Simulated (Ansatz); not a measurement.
Total energies of Ga(OH)3 (GaO3H3) from Ansatz at PBE0-D4/def2-TZVPD, gas phase (1 Eh = 27.2114 eV = 2625.5 kJ/mol). The reference geometry is relaxed at PBE-D4/def2-SVP.

Cartesian coordinates in Å:
```
Ga 0.0000 0.0000 0.0000
O 1.7865 0.1005 0.1526
H 2.2059 0.0545 -0.7269
O -1.0315 0.0601 1.4689
H -0.4795 0.1481 2.2684
O -0.7551 -0.1605 -1.6215
H -1.7263 -0.2028 -1.5415
```

| state | geometry | energy (Eh) |
| --- | --- | --- |
| charge 0 singlet | reference | -2152.04005 |
| charge -1 doublet | reference | -2152.04140 |
| free Ga atom (doublet) | – | -1924.55229 |
| free O atom (triplet) | – | -75.01925 |
| free H atom (doublet) | – | -0.50104 |

Task: Work out the vertical electron affinity, to the doublet.

Result: E(charge 0 singlet) − E(charge -1 doublet) = -2152.04005 − (-2152.04140) = 0.00135 Eh = 0.04 eV; so near zero that its sign isn't settled.

Task: What is the binding energy per atom against free atoms?

Result: Atoms: 1 × (-1924.55229) + 3 × (-75.01925) + 3 × (-0.50104) = -2151.11316 Eh. Binding: -2151.11316 − (-2152.04005) = 0.92689 Eh = 25.22 eV, or 3.60 eV for each of 7 atoms (no zero-point energy, no counterpoise term).

At PBE0-D4/def2-TZVPD the highest occupied level of the charge -1 doublet lies above zero (up to 1.29 eV). Energy differences put its binding near zero (0.04 eV; vertical, to the charge 0 singlet, at PBE0-D4/def2-TZVPD), which leaves it undecided.
